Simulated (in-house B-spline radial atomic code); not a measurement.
Successive ionisation energies of aluminium; each step leads to the configuration of the next row (after the last: bare). NIST's values go from ground level to ground level; the uncertainty of those that are theory runs from under 0.1 % in few-electron ions to several per cent in heavy many-electron ones. Computed with an all-electron radial atomic-structure program (B-spline basis): non-relativistic Hartree-Fock, average of the configuration, point nuclei.

```tsv
ion	configuration	ionisation energy (eV)	tabulated value (eV)	tabulated kind	computed minus tabulated (eV)	highest orbital	largest mean radius (bohr)
Al	[Ne] 3s2 3p1	5.5	5.985769	measured	-0.5	3p	3.4339
Al+	[Ne] 3s2	17.5	18.82855	measured	-1.3	3s	2.4297
Al2+	[Ne] 3s1	28.0	28.44764	measured	-0.4	3s	2.2362
Al3+	[He] 2s2 2p6	118.6	119.9924	measured	-1.4	2p	0.61938
Al4+	[He] 2s2 2p5	?	?	semi-empirical	?	?	?
Al5+	[He] 2s2 2p4	194.2	190.49	semi-empirical	3.7	2p	0.5849
Al6+	[He] 2s2 2p3	236.5	241.76	semi-empirical	-5.3	2p	0.56867
Al7+	[He] 2s2 2p2	?	?	semi-empirical	?	?	?
Al8+	[He] 2s2 2p1	330.0	330.21	semi-empirical	-0.2	2p	0.53835
Al9+	[He] 2s2	393.4	398.65	semi-empirical	-5.2	2s	0.52423
Al10+	[He] 2s1	440.8	442.005	tabulated theory	-1.2	2s	0.51143
Al11+	1s2	?	?	tabulated theory	?	?	?
Al12+	1s1	2299.4	2304.14	tabulated theory	-4.8	1s	0.11538
```

Problem. Fill in the row of Al4+.

Solution. ionisation energy (eV): 154.9; tabulated value (eV): 153.8252; computed minus tabulated (eV): 1.0; highest orbital: 2p; largest mean radius (bohr): 0.60183.

Problem. Fill in the row of Al7+.

Solution. ionisation energy (eV): 281.8; tabulated value (eV): 284.64; computed minus tabulated (eV): -2.9; highest orbital: 2p; largest mean radius (bohr): 0.55316.

Problem. Fill in the row of Al11+.

Solution. ionisation energy (eV): 2081.3; tabulated value (eV): 2085.977; computed minus tabulated (eV): -4.7; highest orbital: 1s; largest mean radius (bohr): 0.11882.

Problem. Where is the largest jump?

Solution. From Al10+ to Al11+, by a factor of 4.72 (440.84 to 2081.3 eV); the highest orbital goes from 2s to 1s.

Problem. How far is this level of theory from the measured and semi-empirical values?

Solution. Over those 10 rows the differences run from -5.26 to +3.69 eV (mean absolute value 2.2 eV). The calculation leaves out relativity, correlation and, in open shells, the multiplet splittings that an average leaves out.
